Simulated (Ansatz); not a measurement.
Computed with Ansatz on PBE0-D4/def2-TZVP structures; ΔE is electronic, products minus reactants. CCSD(T)/CBS adds triple-zeta CCSD(T) − MP2 to the extrapolated MP2 energy (def2 sets, frozen cores). This one scheme is used for every species. DFT in def2-TZVPP. One conformer a species, not always the lowest.

Consider the formal hydrolysis of the Al–B bond: `[CH3][AlH][BH]S` + H₂O → `[CH3][AlH][OH]` + `BS`.

`[CH3][AlH][BH]S`:

```xyz
10

C    -1.499    0.886    0.643
Al   -0.160    0.413   -0.703
B     1.737   -0.374   -0.191
S     2.152   -2.082    0.018
H    -2.373    0.231    0.548
H    -1.865    1.906    0.485
H    -1.137    0.809    1.670
H    -0.546    0.606   -2.241
H     2.709    0.301    0.013
H     0.982   -2.694   -0.242
```

H₂O:

Z-matrix (Å, degrees):
```
O
H 1 0.960
H 1 0.960 2 105.1
```

`[CH3][AlH][OH]`:

```xyz
8

C     1.232    0.190    0.231
Al   -0.571   -0.425   -0.140
O    -1.797    0.749   -0.250
H     1.593   -0.210    1.184
H     1.289    1.279    0.279
H     1.933   -0.155   -0.535
H    -0.970   -1.950   -0.344
H    -2.709    0.523   -0.426
```

`BS`:

Z-matrix (Å, degrees):
```
B
S 1 1.765
H 1 1.192 2 115.8
H 1 1.190 2 121.4 3 -180.0
H 2 1.344 1 99.2 3 180.0
```

(1) Is it downhill or uphill in electronic energy at CCSD(T)/CBS, and by how much? (Best estimate.)

(2) What do these levels give: ωB97X-V, B2PLYP, PBE-QIDH, BLYP, r2SCAN0, RPA@PBE/def2-TZVPP, MP2/def2-SVP, CCSD(T)/def2-SVP, CCSD/def2-TZVPP, CCSD(T)/def2-TZVPP, MP2/def2-QZVPP, HF/CBS(def2)? (Best estimate.)

Largest T1 diagnostic among the species: 0.015.

Results:

(1) Computed: Downhill: ΔE = -1.72 eV.

(2) Computed: ωB97X-V -1.76, B2PLYP -1.84, PBE-QIDH -1.72, BLYP -1.81, r2SCAN0 -1.77, RPA@PBE/def2-TZVPP -1.73, MP2/def2-SVP -1.89, CCSD(T)/def2-SVP -1.79, CCSD/def2-TZVPP -1.77, CCSD(T)/def2-TZVPP -1.75, MP2/def2-QZVPP -1.82, HF/CBS(def2) -1.92 eV.

In def2-TZVPP, CCSD(T) changes the Hartree–Fock value by +0.17 eV (the triples alone add +0.02 eV) and MP2 by +0.08 eV. At CCSD(T), def2-SVP lies −0.07 eV from the extrapolated value and def2-TZVPP −0.03 eV.
